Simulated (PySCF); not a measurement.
Spinor energies of Mg(2+) (magnesium, charge +2)

Start: [Ne]. Calculated with PySCF 2.14 in x2c-SVPall-2c: generalised Hartree-Fock with the X2C-1e Hamiltonian and a Gaussian nucleus; one run each with spin-orbit coupling (SO) switched off, then screened by Boettger's factors.

```json
{"spinor shell": "1s1/2", "electrons": "2", "ε, spin-free (eV)": "-1355.3", "ε, screened SO (eV)": "-1355.3", "weight of nominal j (screened SO)": "1.000", "rms radius, screened SO (bohr)": "0.151"}
{"spinor shell": "2s1/2", "electrons": "2", "ε, spin-free (eV)": "-122.06", "ε, screened SO (eV)": "-122.06", "weight of nominal j (screened SO)": "1.000", "rms radius, screened SO (bohr)": "0.755"}
{"spinor shell": "2p1/2", "electrons": "2", "ε, spin-free (eV)": "-81.590", "ε, screened SO (eV)": "-81.802", "weight of nominal j (screened SO)": "1.000", "rms radius, screened SO (bohr)": "0.765"}
{"spinor shell": "2p3/2", "electrons": "4", "ε, spin-free (eV)": "-81.590", "ε, screened SO (eV)": "-81.485", "weight of nominal j (screened SO)": "1.000", "rms radius, screened SO (bohr)": "0.767"}
```

```
   quantity   spin-free  screened SO
E (hartree)  -199.05970   -199.05974
        M_J           0            0
       ⟨J²⟩       0.000        0.000
       ⟨L²⟩       0.000        0.000
       ⟨S²⟩       0.000        0.000
```

Without spin-orbit coupling the j labels of p, d and f shells carry no meaning; the spin-free column gives the mean over the occupied spinors of each nl shell.
